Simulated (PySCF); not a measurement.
Excitation energy of Nb by level of theory

Nb [Kr] 4d4 5s1 (6D) → Nb [Kr] 4d3 5s1 5p1 (high-spin determinant), as a difference of total energies. All numbers are calculated (PySCF 2.14, scalar relativity by spin-free X2C-1e, in x2c-TZVPPall (8s6p6d2f1g, 79 functions)). Correlated levels: valence: [Kr] frozen; valence and next inner shell: [Ar] 3d10 frozen. The calculations carry no spin-orbit coupling.

```json
{"method": "UHF", "excitation energy (eV)": "1.534"}
{"method": "PBE", "excitation energy (eV)": "2.809"}
{"method": "PBE0", "excitation energy (eV)": "2.624"}
{"method": "MP2 (valence)", "excitation energy (eV)": "2.038"}
{"method": "SCS-MP2 (valence)", "excitation energy (eV)": "1.702"}
{"method": "MP2 (valence and next inner shell)", "excitation energy (eV)": "2.398"}
```

**Question.** Estimate what SCS-MP2 (valence and next inner shell) gives.

**Answer.** 2.053 eV, closest to MP2 (valence) among the rows shown.

**Question.** Estimate what r2SCAN gives.

**Answer.** 2.631 eV, closest to PBE0 among the rows shown.

A first-order spin-orbit estimate (lowest level to lowest level, LS coupling) adds -0.090 eV.

The basis was made for the ground configuration and has no added diffuse functions, so the excitation energy can come out too high.

The determinant of the upper state mixes LS terms, which raises its energy above the lowest term, most at the Hartree-Fock and MP2 levels.
